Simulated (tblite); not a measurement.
A geometry optimisation, step by step.

Species: C3H7Al2BrCl2.
Atom-mapped SMILES: `[CH2:1]=[CH:2][Al-:3]1([CH2:4][Br:5])[Cl+:6][AlH2-:7][Cl+:8]1` (hydrogens: H9, H10 on C1; H11 on C2; H12, H13 on C4; H14, H15 on Al7)
Bond orders are those of one Lewis drawing.

Computed with GFN2-xTB (tblite), gas phase: L-BFGS steps from a force-field or distance-geometry start until the largest atomic force falls under 0.01 eV/Å. 10 of its 134 geometries are shown.

Step 0: E = -691.9560 eV, largest atomic force 1.918 eV/Å
```
atom  x, y, z in Å  |  force x, y, z in eV/Å
C1     -0.251    2.498    0.160   -0.382   1.808   0.513
C2     -0.837    1.326    0.193   -0.195  -1.797  -0.055
Al3     0.139   -0.209   -0.554   -0.171  -0.185  -0.087
C4      0.968    0.102   -2.329   -0.777   0.790   0.182
Br5     2.172   -1.324   -2.827    0.264  -0.140  -0.224
Cl6     1.357   -1.294    0.921    0.129   0.028   0.336
Al7    -0.507   -2.329    1.493   -0.359  -0.354   0.545
Cl8    -1.197   -1.969   -0.567   -0.263  -0.153   0.114
H9     -0.729    3.405    0.567    0.279  -0.333  -0.208
H10     0.722    2.664   -0.273    0.045  -0.091  -0.043
H11    -1.823    1.145    0.639    0.171   0.646   0.056
H12     0.179    0.225   -3.106    0.631  -0.173   0.155
H13     1.498    1.072   -2.268    0.132  -0.478  -0.367
H14    -0.325   -3.861    1.893    0.111   0.576  -0.399
H15    -1.371   -1.445    2.530    0.385  -0.143  -0.516
```

Step 15: E = -692.2192 eV, largest atomic force 0.268 eV/Å
```
atom  x, y, z in Å  |  force x, y, z in eV/Å
C1     -0.282    2.512    0.187   -0.061   0.008   0.024
C2     -0.838    1.302    0.259    0.027   0.032  -0.004
Al3     0.064   -0.246   -0.555    0.074   0.033  -0.056
C4      0.956    0.092   -2.320   -0.075   0.034   0.024
Br5     2.184   -1.380   -2.804   -0.044  -0.004   0.053
Cl6     1.313   -1.234    1.001   -0.020  -0.010   0.015
Al7    -0.518   -2.335    1.514    0.140   0.052  -0.223
Cl8    -1.284   -1.988   -0.523   -0.032  -0.020   0.033
H9     -0.764    3.402    0.560    0.006   0.104   0.082
H10     0.692    2.668   -0.252    0.013  -0.018  -0.077
H11    -1.813    1.268    0.744   -0.050  -0.024   0.009
H12     0.259    0.183   -3.162    0.075  -0.067   0.027
H13     1.566    1.002   -2.335    0.010  -0.112   0.018
H14    -0.213   -3.832    1.710   -0.016   0.068  -0.008
H15    -1.326   -1.406    2.448   -0.047  -0.076   0.084
```

Step 30: E = -692.2888 eV, largest atomic force 0.230 eV/Å
```
atom  x, y, z in Å  |  force x, y, z in eV/Å
C1     -0.341    2.588    0.223    0.007   0.110   0.013
C2     -0.912    1.385    0.298    0.016   0.063  -0.025
Al3    -0.024   -0.134   -0.586   -0.092   0.001   0.130
C4      0.969   -0.015   -2.308    0.142  -0.013  -0.181
Br5     2.089   -1.646   -2.529   -0.101   0.088   0.028
Cl6     1.284   -1.057    0.977   -0.067   0.030   0.015
Al7    -0.446   -2.301    1.392   -0.054  -0.039   0.041
Cl8    -1.363   -1.865   -0.557    0.020  -0.040   0.061
H9     -0.724    3.468    0.722   -0.029   0.016   0.007
H10     0.552    2.750   -0.362    0.054   0.007  -0.040
H11    -1.817    1.342    0.910    0.028  -0.107  -0.017
H12     0.384    0.042   -3.229   -0.052  -0.038  -0.003
H13     1.676    0.817   -2.353    0.084   0.012   0.012
H14    -0.017   -3.774    1.404    0.004  -0.037   0.000
H15    -1.314   -1.594    2.470    0.039  -0.050  -0.040
```

Step 44: E = -692.3227 eV, largest atomic force 0.172 eV/Å
```
atom  x, y, z in Å  |  force x, y, z in eV/Å
C1     -0.373    2.707    0.219    0.032  -0.071  -0.015
C2     -0.895    1.480    0.264   -0.008  -0.019  -0.006
Al3    -0.043   -0.064   -0.616    0.023   0.066  -0.046
C4      1.006   -0.043   -2.335   -0.107   0.097   0.094
Br5     1.927   -1.789   -2.356    0.039  -0.073  -0.071
Cl6     1.165   -0.933    1.061    0.039  -0.028   0.021
Al7    -0.416   -2.384    1.372   -0.053  -0.026  -0.031
Cl8    -1.386   -1.808   -0.525    0.047   0.013   0.060
H9     -0.729    3.538    0.812   -0.059   0.009  -0.043
H10     0.455    2.925   -0.439    0.023   0.067   0.001
H11    -1.740    1.342    0.947    0.030   0.016   0.009
H12     0.438   -0.003   -3.268   -0.028  -0.055  -0.013
H13     1.798    0.704   -2.430    0.039  -0.012   0.053
H14     0.094   -3.832    1.258    0.013   0.043  -0.032
H15    -1.306   -1.833    2.508   -0.030  -0.026   0.020
```

Step 59: E = -692.3473 eV, largest atomic force 0.079 eV/Å
```
atom  x, y, z in Å  |  force x, y, z in eV/Å
C1     -0.408    2.816    0.183    0.010   0.010  -0.018
C2     -0.815    1.550    0.279   -0.037   0.013  -0.024
Al3     0.009   -0.021   -0.570    0.032  -0.013   0.013
C4      1.025   -0.107   -2.305    0.014   0.004   0.027
Br5     1.836   -1.919   -2.381   -0.032   0.056  -0.003
Cl6     1.128   -0.939    1.143    0.039   0.035  -0.003
Al7    -0.429   -2.439    1.362   -0.029   0.031  -0.036
Cl8    -1.408   -1.711   -0.461   -0.028   0.022   0.000
H9     -0.851    3.627    0.747    0.004  -0.025  -0.036
H10     0.396    3.099   -0.481   -0.020   0.005   0.009
H11    -1.643    1.373    0.974    0.002   0.019   0.036
H12     0.437   -0.022   -3.225    0.012  -0.031   0.043
H13     1.867    0.583   -2.409   -0.004  -0.030   0.016
H14     0.209   -3.804    1.068   -0.022  -0.073   0.020
H15    -1.357   -2.079    2.549    0.058  -0.023  -0.043
```

Step 74: E = -692.3648 eV, largest atomic force 0.091 eV/Å
```
atom  x, y, z in Å  |  force x, y, z in eV/Å
C1     -0.489    2.944    0.123    0.021   0.023  -0.020
C2     -0.788    1.662    0.327   -0.001  -0.013  -0.004
Al3     0.045    0.073   -0.483   -0.043  -0.063   0.049
C4      1.066   -0.207   -2.198    0.019   0.030  -0.030
Br5     1.687   -2.095   -2.271   -0.018   0.057   0.037
Cl6     1.114   -0.915    1.199    0.014   0.001  -0.012
Al7    -0.379   -2.511    1.222    0.037  -0.051  -0.009
Cl8    -1.478   -1.545   -0.397    0.006   0.000  -0.027
H9     -0.960    3.756    0.664    0.010  -0.031  -0.037
H10     0.250    3.242   -0.606   -0.012   0.009   0.001
H11    -1.555    1.475    1.088    0.006   0.008   0.015
H12     0.471   -0.087   -3.109   -0.016   0.011  -0.006
H13     1.971    0.390   -2.343    0.016  -0.022   0.022
H14     0.284   -3.823    0.771   -0.016   0.018  -0.037
H15    -1.244   -2.350    2.484   -0.022   0.021   0.059
```

Step 89: E = -692.3751 eV, largest atomic force 0.074 eV/Å
```
atom  x, y, z in Å  |  force x, y, z in eV/Å
C1     -0.509    2.962    0.050   -0.053  -0.050  -0.010
C2     -0.755    1.689    0.360   -0.024  -0.030   0.021
Al3     0.052    0.069   -0.409    0.025   0.038  -0.019
C4      1.073   -0.187   -2.130   -0.030   0.036  -0.009
Br5     1.609   -2.095   -2.209    0.029   0.011  -0.016
Cl6     1.143   -0.968    1.217   -0.039  -0.026   0.011
Al7    -0.366   -2.561    1.182    0.045  -0.007   0.022
Cl8    -1.501   -1.516   -0.359   -0.022   0.030   0.008
H9     -1.020    3.788    0.528    0.039   0.034   0.007
H10     0.206    3.237   -0.708    0.025  -0.002  -0.038
H11    -1.504    1.542    1.147    0.005  -0.005   0.003
H12     0.487   -0.033   -3.041   -0.020   0.010  -0.022
H13     2.000    0.376   -2.263    0.029  -0.027   0.031
H14     0.236   -3.854    0.612    0.009  -0.009  -0.003
H15    -1.157   -2.440    2.499   -0.017  -0.004   0.016
```

Step 103: E = -692.3849 eV, largest atomic force 0.045 eV/Å
```
atom  x, y, z in Å  |  force x, y, z in eV/Å
C1     -0.519    2.919   -0.053   -0.006  -0.014  -0.018
C2     -0.752    1.686    0.397    0.014   0.009   0.016
Al3     0.051    0.058   -0.350   -0.029  -0.003  -0.022
C4      1.073   -0.109   -2.079    0.014  -0.028  -0.004
Br5     1.593   -2.018   -2.252   -0.028   0.008  -0.009
Cl6     1.145   -1.040    1.233    0.013   0.000   0.002
Al7    -0.372   -2.620    1.193   -0.025   0.014   0.021
Cl8    -1.540   -1.489   -0.267    0.017  -0.026  -0.033
H9     -0.993    3.801    0.359    0.028  -0.003  -0.012
H10     0.165    3.095   -0.871   -0.014   0.022   0.004
H11    -1.460    1.609    1.227   -0.006   0.019   0.026
H12     0.521    0.111   -2.997   -0.021  -0.009   0.011
H13     2.018    0.436   -2.148    0.021   0.025   0.025
H14     0.171   -3.897    0.529    0.012   0.010   0.026
H15    -1.104   -2.534    2.551    0.010  -0.024  -0.033
```

Step 118: E = -692.3923 eV, largest atomic force 0.032 eV/Å
```
atom  x, y, z in Å  |  force x, y, z in eV/Å
C1     -0.525    2.904   -0.120    0.006   0.001  -0.008
C2     -0.750    1.709    0.428    0.012   0.007   0.003
Al3     0.006    0.058   -0.320    0.006  -0.011  -0.009
C4      1.066   -0.080   -2.032    0.015   0.012  -0.008
Br5     1.534   -1.989   -2.299   -0.022  -0.005   0.011
Cl6     1.113   -1.049    1.253    0.005   0.007   0.004
Al7    -0.367   -2.659    1.190    0.012  -0.004  -0.020
Cl8    -1.539   -1.535   -0.280    0.004   0.022   0.013
H9     -0.934    3.826    0.274    0.019  -0.017  -0.011
H10     0.090    3.011   -1.002   -0.024  -0.009   0.012
H11    -1.381    1.711    1.322   -0.001  -0.021  -0.010
H12     0.545    0.207   -2.950   -0.003  -0.007   0.013
H13     2.030    0.437   -2.047   -0.022   0.017   0.016
H14     0.216   -3.913    0.520    0.017  -0.007  -0.005
H15    -1.111   -2.632    2.538   -0.026   0.015   0.000
```

Step 133: E = -692.3942 eV, largest atomic force 0.009 eV/Å
```
atom  x, y, z in Å  |  force x, y, z in eV/Å
C1     -0.527    2.889   -0.145   -0.007  -0.006   0.002
C2     -0.741    1.712    0.442    0.005   0.000   0.001
Al3    -0.003    0.055   -0.304    0.006  -0.003   0.003
C4      1.059   -0.065   -2.012    0.003   0.007   0.001
Br5     1.498   -1.978   -2.295    0.001   0.000   0.002
Cl6     1.111   -1.051    1.267   -0.006   0.003  -0.005
Al7    -0.358   -2.669    1.177   -0.002   0.000   0.000
Cl8    -1.547   -1.531   -0.270    0.007   0.002  -0.001
H9     -0.912    3.826    0.234    0.000   0.003   0.002
H10     0.056    2.965   -1.053    0.000  -0.005   0.000
H11    -1.342    1.736    1.355    0.000   0.005  -0.002
H12     0.552    0.241   -2.931   -0.005  -0.003   0.002
H13     2.029    0.441   -2.006    0.000  -0.002  -0.004
H14     0.254   -3.909    0.505   -0.001   0.000  -0.001
H15    -1.134   -2.655    2.509   -0.001  -0.001   0.000
```

**Question.** Summarise the path.

**Answer.** The energy falls by 42.28 kJ/mol from step 0 to step 133; nine tenths of that is first reached at step 62. It falls at every step. The largest force goes from 1.918 to 0.009 eV/Å. Among the bonds Al7–H15 changes most, from 1.613 to 1.542 Å; the atoms move by 0.821 Å rms after alignment.

**Question.** Follow the three bonds and two angles with the largest change from start to end.

**Answer.** 
| step | E above end (kJ/mol) | largest force (eV/Å) | Al7–H15 (Å) | Al7–H14 (Å) | C4–Br5 (Å) | H14–Al7–H15 (°) | C2–Al3–C4 (°) |
| --- | --- | --- | --- | --- | --- | --- | --- |
| 0 | 42.28 | 1.918 | 1.613 | 1.594 | 1.931 | 115.2 | 115.1 |
| 6 | 21.03 | 0.230 | 1.530 | 1.522 | 1.973 | 121.1 | 112.3 |
| 12 | 18.14 | 0.158 | 1.553 | 1.536 | 1.984 | 124.6 | 114.4 |
| 17 | 16.07 | 0.184 | 1.556 | 1.544 | 1.971 | 127.6 | 116.7 |
| 23 | 12.66 | 0.149 | 1.544 | 1.530 | 1.980 | 126.7 | 122.7 |
| 29 | 10.59 | 0.172 | 1.555 | 1.534 | 1.990 | 125.6 | 123.8 |
| 35 | 8.65 | 0.134 | 1.545 | 1.533 | 1.975 | 126.9 | 125.6 |
| 40 | 7.57 | 0.102 | 1.550 | 1.539 | 1.988 | 126.5 | 125.7 |
| 46 | 6.40 | 0.146 | 1.542 | 1.535 | 1.981 | 125.3 | 127.2 |
| 52 | 5.52 | 0.124 | 1.546 | 1.541 | 1.981 | 124.6 | 127.1 |
| 58 | 4.64 | 0.087 | 1.548 | 1.534 | 1.987 | 127.1 | 128.2 |
| 64 | 3.86 | 0.121 | 1.543 | 1.545 | 1.982 | 125.1 | 129.0 |
| 69 | 3.40 | 0.076 | 1.546 | 1.533 | 1.985 | 125.8 | 130.3 |
| 75 | 2.72 | 0.106 | 1.540 | 1.538 | 1.986 | 125.5 | 132.7 |
| 81 | 2.26 | 0.066 | 1.540 | 1.537 | 1.986 | 125.8 | 131.0 |
| 87 | 1.97 | 0.053 | 1.545 | 1.536 | 1.985 | 126.2 | 130.6 |
| 93 | 1.45 | 0.057 | 1.541 | 1.535 | 1.986 | 125.9 | 129.7 |
| 98 | 1.18 | 0.054 | 1.541 | 1.538 | 1.984 | 125.6 | 128.7 |
| 104 | 0.84 | 0.055 | 1.547 | 1.539 | 1.986 | 126.3 | 126.8 |
| 110 | 0.49 | 0.062 | 1.542 | 1.536 | 1.982 | 125.8 | 126.3 |
| 116 | 0.25 | 0.051 | 1.541 | 1.539 | 1.984 | 125.0 | 125.5 |
| 121 | 0.10 | 0.040 | 1.544 | 1.535 | 1.984 | 126.0 | 125.1 |
| 127 | 0.03 | 0.021 | 1.542 | 1.537 | 1.984 | 125.7 | 124.8 |
| 133 | 0.00 | 0.009 | 1.542 | 1.537 | 1.983 | 125.8 | 124.8 |

The cost below is that of the whole relaxation. The run took 1.7 s wall on Arm Neoverse V1, one thread, shared host with 32 logical CPUs at a one-minute load of 17.
